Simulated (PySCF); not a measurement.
Atom-mapped SMILES (the numbers label the heavy atoms): `[O:1]=[C:2]1[CH2:3][C@@H:4]2[CH2:5][C@@H:6]([F:7])[C@H:8]1[CH2:9]2`. Hydrogens are named by the atom that carries them. Ha(C5) is cis to C2 on the ring; Ha(C3), Ha(C9) are cis to C5 on the ring; Hb(C5) is trans to C2 on the ring; Hb(C3), Hb(C9) are trans to C5 on the ring.

GIAO PBE0/pcSseg-1 shifts (PySCF 2.14, gas phase, non-relativistic, equivalent atoms averaged), each against references optimised in the same way as the molecule (H2O, TMS, CFCl3).

On the GFN2-xTB geometry: O1 669.8, C2 217.9, C6 94.8, C8 62.3, C3 47.2, C5 42.9, C4 37.5, C9 36.3, F7 -203.2, H(C6) 4.91, H(C8) 2.77, H(C4) 2.62, Hb(C5) 2.13, Hb(C3) 2.06, Ha(C9) 2.05, Ha(C5) 1.94, Ha(C3) 1.64, Hb(C9) 1.63 ppm.

Q: What changes on the PBE0-D3(BJ)/def2-SVP geometry?

A: 
| atoms | δ (ppm) | change |
| --- | --- | --- |
| O1 | 674.9 | +5.1 |
| C2 | 216.5 | -1.4 |
| C6 | 91.4 | -3.4 |
| C8 | 60.8 | -1.5 |
| C3 | 46.8 | -0.4 |
| C5 | 41.9 | -1.0 |
| C4 | 36.1 | -1.4 |
| C9 | 36.4 | +0.1 |
| F7 | -193.6 | +9.6 |
| H(C6) | 4.56 | -0.35 |
| H(C8) | 2.57 | -0.20 |
| H(C4) | 2.46 | -0.16 |
| Hb(C5) | 1.96 | -0.17 |
| Hb(C3) | 1.91 | -0.15 |
| Ha(C9) | 1.98 | -0.07 |
| Ha(C5) | 1.76 | -0.18 |
| Ha(C3) | 1.52 | -0.12 |
| Hb(C9) | 1.50 | -0.13 |

Unscaled 19F shifts against computed CFCl3 carry errors that often reach 10 to 50 ppm.

Bonds between heavy atoms that differ most (equivalent bonds averaged): C2–C3 1.517 → 1.527 Å, C9–C4 1.530 → 1.538 Å, C8–C9 1.530 → 1.536 Å, C8–C2 1.519 → 1.525 Å, C6–C8 1.540 → 1.536 Å. Mean change of bonds to hydrogen: C–H +0.010 Å.
